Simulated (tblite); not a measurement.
C₅H₃FS₃.
Atom-mapped SMILES: `[CH:1]#[C:2][C@@:3]1([F:4])[CH2:5][S:6][C:7](=[S:8])[S:9]1` (hydrogens: H10 on C1; H11, H12 on C5)

Computed with GFN2-xTB (tblite), gas phase: Langevin dynamics at 600 K from the optimised GFN2-xTB geometry, time step 0.5 fs, friction 0.01 fs⁻¹, 2000 steps.

Start geometry:
```
atom  x, y, z in Å
C1      2.872    0.069    0.226
C2      1.682    0.056    0.355
C3      0.249    0.021    0.543
F4     -0.063    0.270    1.859
C5     -0.467    1.022   -0.354
S6     -2.213    0.540   -0.561
C7     -1.989   -1.185   -0.393
S8     -3.162   -2.267   -0.689
S9     -0.385   -1.674    0.125
H10     3.914    0.086    0.101
H11    -0.442    2.012    0.100
H12     0.005    1.049   -1.337
```

The statistics below take the 31 frames saved every 25 fs from 250 to 1000 fs; their kinetic temperature (all 3N coordinates) averages 615 K.

**Question.** Give the mean, spread and extremes of the bond lengths.

**Answer.** 
| bond | start (Å) | mean (Å) | standard deviation (Å) | shortest (Å) | longest (Å) |
| --- | --- | --- | --- | --- | --- |
| C1≡C2 | 1.197 | 1.205 | 0.021 | 1.167 | 1.256 |
| C2–C3 | 1.446 | 1.460 | 0.047 | 1.384 | 1.563 |
| C3–F4 | 1.375 | 1.391 | 0.046 | 1.310 | 1.480 |
| C3–C5 | 1.523 | 1.532 | 0.047 | 1.414 | 1.629 |
| C5–S6 | 1.823 | 1.842 | 0.057 | 1.741 | 1.973 |
| S6–C7 | 1.748 | 1.758 | 0.066 | 1.625 | 1.878 |
| C7=S8 | 1.623 | 1.633 | 0.034 | 1.557 | 1.690 |
| C7–S9 | 1.755 | 1.775 | 0.057 | 1.669 | 1.895 |
| C3–S9 | 1.857 | 1.870 | 0.059 | 1.764 | 2.000 |
| C1–H10 | 1.050 | 1.053 | 0.027 | 1.003 | 1.110 |
| C5–H11 | 1.090 | 1.104 | 0.047 | 1.025 | 1.195 |
| C5–H12 | 1.091 | 1.101 | 0.029 | 1.048 | 1.194 |

**Question.** Give the same statistics for bond angles, one of each kind among heavy atoms.

**Answer.** 
```
   angle  start (°)  mean (°)  standard deviation (°)  smallest (°)  largest (°)
C1–C2–C3      178.5     164.2                     8.2         149.8        179.7
C2–C3–F4      110.1     108.5                     6.2          96.9        121.7
C2–C3–C5      111.9     112.6                     6.7         102.1        127.5
C2–C3–S9      109.4     109.1                     4.8         102.2        122.4
F4–C3–C5      109.8     109.7                     4.8         100.6        118.2
F4–C3–S9      107.7     107.3                     5.8          96.4        118.6
C5–C3–S9      107.9     108.5                     5.0          99.6        123.3
C3–C5–S6      110.1     110.4                     4.6         101.7        118.0
C5–S6–C7       97.3      97.8                     3.5          91.6        106.6
S6–C7–S8      123.2     122.4                     4.4         114.6        131.7
S6–C7–S9      114.9     114.1                     3.9         106.8        122.1
S8–C7–S9      121.9     121.8                     5.5         112.3        130.5
C3–S9–C7       97.1      97.1                     4.5          86.4        107.5
```

**Question.** How far does each atom move about its mean position (frames aligned on the start, all atoms weighted alike), and what rms force does it feel?

**Answer.** 
```json
{"atom": "C1", "rms displacement (Å)": "0.22", "rms force (eV/Å)": "2.62"}
{"atom": "C2", "rms displacement (Å)": "0.20", "rms force (eV/Å)": "2.37"}
{"atom": "C3", "rms displacement (Å)": "0.17", "rms force (eV/Å)": "2.44"}
{"atom": "F4", "rms displacement (Å)": "0.32", "rms force (eV/Å)": "1.36"}
{"atom": "C5", "rms displacement (Å)": "0.13", "rms force (eV/Å)": "2.34"}
{"atom": "S6", "rms displacement (Å)": "0.27", "rms force (eV/Å)": "1.57"}
{"atom": "C7", "rms displacement (Å)": "0.15", "rms force (eV/Å)": "2.10"}
{"atom": "S8", "rms displacement (Å)": "0.28", "rms force (eV/Å)": "1.27"}
{"atom": "S9", "rms displacement (Å)": "0.27", "rms force (eV/Å)": "1.49"}
{"atom": "H10", "rms displacement (Å)": "0.34", "rms force (eV/Å)": "1.08"}
{"atom": "H11", "rms displacement (Å)": "0.32", "rms force (eV/Å)": "1.48"}
{"atom": "H12", "rms displacement (Å)": "0.32", "rms force (eV/Å)": "1.07"}
```

The displacements run from 0.13 to 0.34 Å, the largest at H10.

**Question.** How widely does the potential energy scatter, against a harmonic estimate?

**Answer.** Mean 0.79 eV above the start, standard deviation 0.179 eV, range 0.41 to 1.06 eV. For 30 classical harmonic modes at 600 K the canonical values are 30kT/2 = 0.78 eV and kT·√(30/2) = 0.200 eV.

The run is classical and short, so these are rough statistics of one trajectory.

The cost below is that of the whole dynamics run. Hardware: one thread, Arm Neoverse V2 (aarch64), no GPU, shared host with 96 logical CPUs at a one-minute load of 27. Cost: 14 s of wall time, 0.18 GiB resident at most.
